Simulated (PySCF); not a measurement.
## UHF on Tc+ (technetium, charge +1)

Configuration: [Kr] 4d5 5s1, high-spin 7S determinant. All numbers are calculated (PySCF 2.14, the spin-free X2C one-electron Hamiltonian (Gaussian nucleus), in x2c-SVPall (6s5p5d1f, 53 functions)).

```json
{
 "Total energy": "-4282.443369 hartree",
 "One-electron energy": "-5893.9251 hartree",
 "Hartree (Coulomb) energy": "1738.9808 hartree",
 "Exchange energy": "-127.4991 hartree",
 "⟨S²⟩": "12.0017",
 "⟨L²⟩": "0.000",
 "Sum of ⟨r⟩": "28.95 bohr",
 "Sum of ⟨r²⟩": "42.80 bohr²",
 "Langevin diamagnetic susceptibility": "-33.9 ×10⁻⁶ cm³/mol",
 "Time after the integrals": "0.11 s of wall time on 1 thread of Intel(R) Xeon(R) 6975P-C (shared host)"
}
```

```tsv
shell	electrons	mean orbital energy (eV)	rms radius, mean of both spins (bohr)
1s α	1	-21160.4	0.0394
1s β	1	-21160.4	0.0394
2s α	1	-3101.3	0.162
2s β	1	-3100.0	0.162
2p α	3	-2771.1	0.144
2p β	3	-2770.0	0.144
3s α	1	-580.00	0.441
3s β	1	-579.24	0.441
3p α	3	-468.33	0.447
3p β	3	-467.52	0.447
3d α	5	-287.82	0.435
3d β	5	-286.07	0.435
4s α	1	-101.03	1.13
4s β	1	-93.419	1.13
4p α	3	-68.489	1.26
4p β	3	-58.806	1.26
4d α	5	-21.618	1.78
5s α	1	-14.388	3.33
```

Densities and radii are taken from the X2C orbitals without a picture-change correction, which distorts them close to the nucleus.
